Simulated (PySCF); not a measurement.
# Computed properties of Si(F)(Me)(OH)(NH2) (CH6FNOSi), SMILES C[Si](N)(O)F

Si(F)(Me)(OH)(NH2) (CH6FNOSi), SMILES C[Si](F)(O)N. Coordinates come from a ωB97X-D3(BJ)/def2-SVP optimisation. The structure was generated by enumeration, and PubChem lists no compound with its InChIKey, so it may never have been made. One conformer was computed; it need not be the lowest. All values are computed for the isolated molecule unless a solvent is named; none is compared with measurement here.

**Structure.** All 27 harmonic modes at ωB97X-D3(BJ)/def2-SVP (PySCF) are real, so it is a minimum. With heavy atoms numbered as in [CH3:1][Si:2]([NH2:3])([OH:4])[F:5], the shortest bond between them is Si2–F5 at 1.641 Å and the longest C1–Si2 at 1.856 Å.

**Vibrations.** The strongest infrared lines (harmonic, unscaled, degenerate partners summed) lie at 944 cm⁻¹ (270 km/mol, Si 47 %, O 22 %, H 11 %, F 11 %), 990 cm⁻¹ (199 km/mol, Si 48 %, H 21 %, N 16 %, O 11 %), 877 cm⁻¹ (186 km/mol, Si 39 %, H 22 %, N 17 %, F 15 %). The softest mode is at 133 cm⁻¹ and the zero-point energy is 50.7 kcal/mol.

**Electronic structure.** B3LYP/def2-TZVP (PySCF) places the frontier levels at -7.55 and 0.32 eV, a gap of 7.87 eV, and gives a dipole moment of 0.90 D and a mean polarisability of 45.8 bohr³. PBE/def2-TZVP (PySCF) at the same geometry gives -6.30 and -0.14 eV, so its gap is 1.71 eV narrower. An orbital gap is neither the optical nor the fundamental gap.

**Excitations.** TDA-PBE0/def2-SVPD (PySCF) has S1 at 6.86 eV (181 nm, f = 0.039, weak); the most intense of the 10 singlets computed lies at 7.96 eV (f = 0.09). T1 (TDA) is at 6.51 eV, 0.35 eV under S1. TDA-PBE/def2-SVPD (PySCF) puts S1 at 5.93 eV. No vertical singlet excitation falls in the visible range (under 3.1 eV).

**NMR.** GIAO shifts at KT2/pcSseg-1 (PySCF) (non-relativistic, atoms alike by connectivity averaged): ¹³C at -2.5 ppm against TMS; ¹H from 0.4 to 1.5 ppm against TMS; ²⁹Si at -16.7 ppm against TMS; ¹⁹F at -155.8 ppm against CFCl3.

**Solvation.** SMD-B3LYP/def2-SVP (PySCF) gives -5.3 kcal/mol in water, -3.0 kcal/mol in toluene, -2.4 kcal/mol in n-hexane (1 M in both phases, gas-phase geometry); of these solvents water holds the molecule best.
